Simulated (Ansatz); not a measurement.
Start from `NC(=O)[SiH2]Cl` and change one atom or group to get `NC(=O)C=O`.

Ansatz, PBE0-D4/def2-TZVP geometries, multiplicity 1. Each molecule was computed in one conformer, which needn't be the lowest.

| property | `NC(=O)[SiH2]Cl` |
| --- | --- |
| LUMO energy (PBE/def2-TZVPP) / eV | -1.54 |
| LUMO energy (ωB97M-V/def2-TZVPP) / eV | 1.64 |
| HOMO–LUMO gap (ωB97M-V/def2-TZVPP) / eV | 11.31 |
| size of the dipole moment (B3LYP/def2-TZVPP) / D | 2.45 |
| size of the dipole moment (PBE/def2-TZVPP) / D | 2.41 |
| HOMO energy (ωB97M-V/def2-TZVPP) / eV | -9.67 |

(1) Give the same properties after the change, and the shifts. (An estimate is asked.)

## Answers

(1) The calculation gave: 
```
                                        property  `NC(=O)C=O`  shift
               LUMO energy (PBE/def2-TZVPP) / eV        -3.38  -1.84
           LUMO energy (ωB97M-V/def2-TZVPP) / eV         0.01  -1.63
         HOMO–LUMO gap (ωB97M-V/def2-TZVPP) / eV        10.01  -1.30
size of the dipole moment (B3LYP/def2-TZVPP) / D         2.14  -0.31
  size of the dipole moment (PBE/def2-TZVPP) / D         2.20  -0.21
           HOMO energy (ωB97M-V/def2-TZVPP) / eV       -10.00  -0.33
```

With PBE0 the HOMO falls by 0.23 eV and the LUMO falls by 1.79 eV, so the gap narrows by about 1.56 eV. PBE moves the HOMO by -0.05 eV and ωB97M-V by -0.33 eV. Dipoles are sizes alone; their direction can turn.

B3LYP here is the variant with VWN-RPA as its local correlation; programs differ in this.
